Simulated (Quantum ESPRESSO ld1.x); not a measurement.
Hg3+, configuration [Xe] 4f14 5d9. Calculated with ld1.x of Quantum ESPRESSO 7.5: Dirac Kohn-Sham, BLYP, spin-unpolarised, spherical densities, point nucleus; open shells fill j = l - 1/2 first.

Unscreened Slater integrals over Kohn-Sham orbitals (eV). Large and small components are both included.

F0(5d5/2,5d5/2): 17.429
F2(5d5/2,5d5/2): 9.0865
F4(5d5/2,5d5/2): 6.0398
F0(5d5/2,5d3/2): 17.711
F2(5d5/2,5d3/2): 9.2276
G2(5d5/2,5d3/2): 9.2142
G4(5d5/2,5d3/2): 6.1283
F0(5d5/2,5p3/2): 19.621
F2(5d5/2,5p3/2): 9.8490
G1(5d5/2,5p3/2): 12.008
G3(5d5/2,5p3/2): 7.4462
F0(5d5/2,5p1/2): 20.184
G3(5d5/2,5p1/2): 6.8126
F0(5d5/2,4f7/2): 22.537
F2(5d5/2,4f7/2): 5.2824
F4(5d5/2,4f7/2): 2.4556
G1(5d5/2,4f7/2): 1.6424
G3(5d5/2,4f7/2): 1.5874
G5(5d5/2,4f7/2): 1.2816
F0(5d3/2,5d3/2): 18.010
F2(5d3/2,5d3/2): 9.3933
F0(5d3/2,5p3/2): 20.044
F2(5d3/2,5p3/2): 10.195
G1(5d3/2,5p3/2): 12.625
G3(5d3/2,5p3/2): 7.8309
F0(5d3/2,5p1/2): 20.656
G1(5d3/2,5p1/2): 11.715
F0(5d3/2,4f7/2): 23.209
F2(5d3/2,4f7/2): 5.6266
G3(5d3/2,4f7/2): 1.7288
G5(5d3/2,4f7/2): 1.3915
F0(5p3/2,5p3/2): 23.054
F2(5p3/2,5p3/2): 12.423
F0(5p3/2,5p1/2): 24.065
G2(5p3/2,5p1/2): 12.598
F0(5p3/2,4f7/2): 28.527
F2(5p3/2,4f7/2): 8.6654
G2(5p3/2,4f7/2): 3.1048
G4(5p3/2,4f7/2): 2.6757
F0(5p1/2,5p1/2): 25.278
F0(5p1/2,4f7/2): 30.835
G4(5p1/2,4f7/2): 3.4371
F0(4f7/2,4f7/2): 51.182
F2(4f7/2,4f7/2): 25.537
F4(4f7/2,4f7/2): 16.288
F6(4f7/2,4f7/2): 11.797
